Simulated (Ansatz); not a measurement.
Two isomers of C2H8BN3: A = `CB1NC(N)N1`, B = `CB1NC1(N)N`.

Gas-phase electronic energies from Ansatz, PBE0-D4/def2-TZVP geometries. CBS: MP2 limit from def2 TZ/QZ plus the TZ coupled-cluster correction, frozen cores. Functionals use def2-TZVPP. B3LYP here is the variant with VWN-RPA as its local correlation; programs differ in this. One conformer a species, not always the lowest.

**Question.** Which isomer does CCSD(T)/CBS put lower? Give the gap. (Estimate.)

**Answer.** Computed: A, by 168.0 kJ/mol.

**Question.** Give E(B) − E(A) in kJ/mol with ωB97M-V, CCSD(T)/def2-TZVPP, CCSD/def2-TZVPP, B3LYP-D4, PBE-D4, PBE0-D4, B2PLYP. (Estimate.)

**Answer.** Computed: ωB97M-V 165.5, CCSD(T)/def2-TZVPP 170.0, CCSD/def2-TZVPP 171.9, B3LYP-D4 162.9, PBE-D4 156.4, PBE0-D4 164.5, B2PLYP 166.4. None reverses the order clearly.

Largest T1 diagnostic: 0.012.

In def2-TZVPP, CCSD(T) changes the Hartree–Fock value by −12.1 kJ/mol (the triples alone add −1.8 kJ/mol) and MP2 by −11.9 kJ/mol. From PBE to PBE0 (25 % exact exchange), in def2-TZVPP and without D4, E(B) − E(A) moves by +8.2 kJ/mol.
